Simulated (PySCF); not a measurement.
## Computed properties of C3H9Al, SMILES CC[CH2][AlH2]

C3H9Al, SMILES CC[CH2][AlH2]. Geometry optimised at B3LYP-D3(BJ)/def2-SVP. The structure was generated by enumeration; whether it is a known compound was not checked. One conformer was computed; it need not be the lowest. All values are computed for the isolated molecule unless a solvent is named; none is compared with measurement here.

**Structure.** The optimised structure has Cs symmetry. All 33 harmonic modes at B3LYP-D3(BJ)/def2-SVP (PySCF) are real, so it is a minimum. With heavy atoms numbered as in [AlH2:1][CH2:4][CH2:5][CH3:6], the shortest bond between them is C5–C6 at 1.530 Å and the longest Al1–C4 at 1.967 Å.

**Vibrations.** The strongest infrared lines (harmonic, unscaled, degenerate partners summed) lie at 803 cm⁻¹ (327 km/mol, H 92 %), 1914 cm⁻¹ (265 km/mol, H 96 %), 669 cm⁻¹ (177 km/mol, H 80 %, C 11 %, Al 9 %). The softest mode is at 53 cm⁻¹ and the zero-point energy is 65.9 kcal/mol.

**Electronic structure.** r2SCAN/def2-TZVP (PySCF) places the frontier levels at -6.57 and -1.71 eV, a gap of 4.86 eV, and gives a dipole moment of 0.74 D and a mean polarisability of 66.9 bohr³. PBE/def2-TZVP (PySCF) at the same geometry gives -6.33 and -2.08 eV, so its gap is 0.61 eV narrower. An orbital gap is neither the optical nor the fundamental gap.

**Excitations.** TDDFT-ωB97X/def2-SVPD (PySCF) has S1 at 5.19 eV (239 nm, f = 0.003, weak); the most intense of the 10 singlets computed lies at 8.65 eV (f = 0.40). T1 (TDA) is at 4.94 eV. TDDFT-PBE/def2-SVPD (PySCF) puts S1 at 4.33 eV. No vertical singlet excitation falls in the visible range (under 3.1 eV).

**NMR.** GIAO shifts at PBE0/pcSseg-1 (PySCF) (non-relativistic, atoms alike by connectivity averaged): ¹³C from 21.9 to 24.8 ppm against TMS; ¹H from 0.6 to 5.7 ppm against TMS.
